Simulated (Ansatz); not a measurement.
`C[SiH2]O[SiH3]` + `BO` → `BO[SiH2]C` + `O[SiH3]` at 600 K and 1 bar (ligand exchange at the Si–O bond).

Gas-phase electronic energies from Ansatz, PBE0-D4/def2-TZVP geometries. CBS: MP2 limit from def2 TZ/QZ plus the TZ coupled-cluster correction, frozen cores. This one scheme is used for every species. Each species was taken in one conformer, which may not be the lowest.

```json
{"species": "`C[SiH2]O[SiH3]`", "CCSD(T)/CBS energy (Eh)": "-696.28988", "H − E (kJ/mol)": "286.8", "S (J/(mol·K))": "472.5"}
{"species": "`BO`", "CCSD(T)/CBS energy (Eh)": "-101.80414", "H − E (kJ/mol)": "119.7", "S (J/(mol·K))": "267.1"}
{"species": "`BO[SiH2]C`", "CCSD(T)/CBS energy (Eh)": "-431.39483", "H − E (kJ/mol)": "268.9", "S (J/(mol·K))": "420.5"}
{"species": "`O[SiH3]`", "CCSD(T)/CBS energy (Eh)": "-366.69042", "H − E (kJ/mol)": "135.7", "S (J/(mol·K))": "307.9"}
```

H − E and S are ideal-gas, rigid-rotor, harmonic terms from PBE0-D4/def2-TZVP, for one conformer and one mirror image of each species. 1 Eh = 2625.50 kJ/mol, R = 8.31446 J/(mol·K).

By hand: ΔE, ΔH, ΔS and ΔG.

ΔE = (-431.39483) + (-366.69042) − (-696.28988) − (-101.80414) = 0.00877 Eh = 23.0 kJ/mol. Δ(H − E) = 268.9 + 135.7 − 286.8 − 119.7 = -1.9, so ΔH = 21.1 kJ/mol. ΔS = 420.5 + 307.9 − 472.5 − 267.1 = -11.2 J/(mol·K). ΔG = 21.1 − 600 × (-11.2)/1000 = 27.8 kJ/mol.

By hand: the equilibrium constant, and the temperature at which ΔG would vanish if ΔH and ΔS stayed fixed.

log₁₀ K = −ΔG/(RT ln 10) = -2.4. ΔH and −TΔS have one sign here, so there is no such temperature.

The number of gas molecules stays the same, so ΔS is small and ΔH decides. A doubt of 5 kJ/mol in ΔE shifts log₁₀ K by 0.4 here. Other conformers and mirror images would add mixing entropy, several J/(mol·K) or more a flexible species. Modes under 60 cm⁻¹, often nearly free rotors, make the harmonic entropy too high. These are equilibria of isolated gas molecules and say nothing of rates. Largest T1 diagnostic: 0.014 (customary marks: 0.02 for closed shells, 0.045 for open ones).

ΔS is within the doubt of such terms, so its sign, and with it that verdict, could turn.
